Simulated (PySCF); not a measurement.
Constants of SnO⁺, step by step

State: ²Π, doublet, unpaired electrons π ↑. De refers to Sn⁺ + O. ROHF-based CCSD(T) in PySCF 2.14 with Sn cc-pwCVDZ-PP with ECP28, O aug-cc-pVDZ and Sn cc-pwCVTZ-PP with ECP28, O aug-cc-pVTZ (frozen core orbitals: 5; scalar-relativistic core potentials). Correlation energies are extrapolated as n⁻³ (n = 2, 3), Hartree–Fock as (n+1)·exp(−9√n).

| Level | Re (Å) | ωe (cm⁻¹) | ωexe (cm⁻¹) | αe (cm⁻¹) | De (eV) |
| --- | --- | --- | --- | --- | --- |
| CCSD(T)/DZ | 1.9964 | 615.5 | 2.67 | 0.00192 | 2.935 |
| CCSD(T)/TZ | 1.9735 | 638.0 | 2.91 | 0.00198 | 3.156 |
| HF/CBS | 1.9422 | 700.7 | 2.73 | 0.00183 | 1.494 |
| MP2/CBS | 1.9609 | 657.1 | 2.63 | 0.00188 | 3.260 |
| CCSD/CBS | 1.9585 | 662.8 | 2.79 | 0.00191 | 3.022 |
| CCSD(T)/CBS | 1.9691 | 642.7 | 2.90 | 0.00198 | 3.233 |

Q: How much is left between CCSD(T)/TZ and the basis-set limit, and how much do the triples give at the limit?

A: CCSD(T)/CBS less CCSD(T)/TZ: -4.4 mÅ in Re, +4.7 cm⁻¹ in ωe and +0.077 eV in De. CCSD(T)/CBS less CCSD/CBS: +10.6 mÅ in Re, -20.1 cm⁻¹ in ωe and +0.211 eV in De.

The T1 diagnostic is 0.025. The state was picked by a PBE0 search and need not be the measured ground state. Spin–orbit coupling, excitations beyond (T) and corrections to the Born–Oppenheimer picture are left out, and spin–orbit coupling matters for open p, d or f shells this heavy.

The whole job (state search and all basis sets along the bond) took about 51 min on 4 threads of Arm Neoverse V1 (shared host), peak memory 12 GiB.
